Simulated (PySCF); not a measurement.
CH12Si5. Atoms are numbered in the order given.

```xyz
18

Si    -1.4442     2.3374     0.0000
Si    -0.0164     0.4853     0.0000
Si     2.2661     1.0122     0.0000
Si    -0.4154    -1.3491    -1.4467
C     -0.0492    -2.5484     0.0000
Si    -0.4154    -1.3491     1.4467
H     -1.2096     3.1780    -1.2118
H     -2.8642     1.8779     0.0000
H     -1.2096     3.1780     1.2118
H      2.6395     1.8002    -1.2123
H      2.6395     1.8002     1.2123
H      3.0531    -0.2586     0.0000
H      0.4343    -1.5363    -2.6609
H     -1.8509    -1.4238    -1.8529
H     -0.5969    -3.5035     0.0000
H      1.0315    -2.7739     0.0000
H     -1.8509    -1.4238     1.8529
H      0.4343    -1.5363     2.6609
```

Coordinates come from a B3LYP-D3(BJ)/def2-SVP optimisation. The structure was generated by enumeration, and PubChem lists no compound with its InChIKey, so it may never have been made.

Method: PBE0/pcSseg-1 (PySCF).

GIAO shieldings, no solvent; atoms listed in one row are averaged. δ = σ(ref) − σ: ²⁹Si against TMS (σ = 352.7 ppm); ¹³C against TMS (σ = 186.3 ppm); ¹H against TMS (σ = 31.56 ppm), references at their B3LYP-D3(BJ)/def2-TZVP geometries, non-relativistic.

Computed chemical shifts:
```tsv
nucleus	atoms	count	δ (ppm)
²⁹Si	Si4, Si6	2	-48.0
²⁹Si	Si1, Si3	2	-98.5
²⁹Si	Si2	1	-126.7
¹³C	C5	1	-3.8
¹H	H13, H14, H17, H18	4	4.95
¹H	H10, H11, H12	3	4.15
¹H	H7, H8, H9	3	4.06
¹H	H16	1	0.98
¹H	H15	1	0.87
```
